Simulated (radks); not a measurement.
The numbers below are computed, except where a source is named.
The aluminium ion Al3+, 10 electrons, occupied as [Ne].

Level of theory: scalar-relativistic Kohn-Sham, exchange-only PBE, spin-polarised, spherical densities, point nucleus (a radial shooting solver on a logarithmic mesh with Libxc functionals).

Energy parts (eV):
total: -6539.960
kinetic: 6562.625
electron-nucleus: -15315.653
Hartree: 2684.509
exchange: -471.440

Orbitals (lengths in bohr, moments of r in powers of bohr):
\begin{tabular}{lrrr}
orbital & occ. & eigenvalue (eV) & <r^4> \\ \hline
1s & 2 & -1546.158 & 0.0009820 \\
2s & 2 & -141.1839 & 0.4061 \\
2p & 6 & -102.8137 & 0.4643 \\
\end{tabular}

The highest occupied level is 2p at -102.81 eV. For comparison, the ionisation energy in NIST's Atomic Spectra Database is 119.99 eV (measured). In exact Kohn-Sham theory the highest level is minus the ionisation energy, but local and semilocal functionals leave it too shallow, through self-interaction and a potential that decays too fast; potentials with the right tail come closer. The density falls to 0.001 e/bohr^3 at r = 1.99 bohr.
